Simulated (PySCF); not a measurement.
Polarisability and C₆ of Nb⁺ (niobium, charge +1)

[Kr] 4d4, high-spin 5D determinant. Calculation: PySCF 2.14, in aug-cc-pwCVQZ-PP with ECP28MDF (9s9p8d5f4g3h, 180 functions); a scalar-relativistic core potential. Coupled (time-dependent) response in atomic units; α is the mean over directions.

```csv
method,mean α (bohr³),"α xx, yy, zz",C₆ (like pair),S(−4)
TPSSh,27.73,"26.20, 26.20, 30.78",181.0,625.2
```

S(−4) is the Cauchy moment in α(ω) = α(0) + S(−4) ω² + …

Spin-orbit coupling is absent.

α(iu) at TPSSh:

```
u (hartree)  α(iu) (bohr³)
          0          27.73
     0.0500          26.29
      0.100          23.13
      0.200          17.17
      0.300          13.34
      0.500          9.055
      0.750          6.261
       1.00          4.635
       1.50          2.843
       2.00          1.910
       3.00          1.014
       5.00         0.4151
```

A single London oscillator, α(iu) = α/(1 + u²/ω²), gives C₆ = (3/4) ω α². Matching the computed C₆ needs ω = 4 × 181.0 / (3 × 27.73²) = 0.314 hartree.

For an ion, C₆ is the dispersion term alone; charge-induced terms of lower order in 1/R come first.

The components differ because the open shell of this determinant is not spherical; for a pure term their mean is the scalar polarisability.

Energies and moments cover only the electrons outside the core potential.
